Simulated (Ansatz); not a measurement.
This singlet lies 1.14 eV below the relaxed triplet at the level frozen-core CCSD(T)/cc-pVTZ // B3LYP-D3(BJ)/def2-TZVP (Ansatz, a quantum-chemistry and plane-wave program).

A geometry relaxed with B3LYP-D3(BJ)/def2-TZVP (Ansatz), charge 0, multiplicity 1:

```xyz
9

C     -1.4337    -0.0593     0.0357
H     -1.2670     0.9333    -0.3939
C      1.4315     0.0197     0.1628
H     -1.4387    -0.7659    -0.8073
H      1.4575     1.1095     0.3103
Si    -0.0331    -0.6239     1.1975
H      1.3085    -0.1440    -0.9122
H      2.3965    -0.3747     0.4823
H     -2.4215    -0.0948     0.4958
```

Write the SMILES of this molecule.

`C[Si]C`
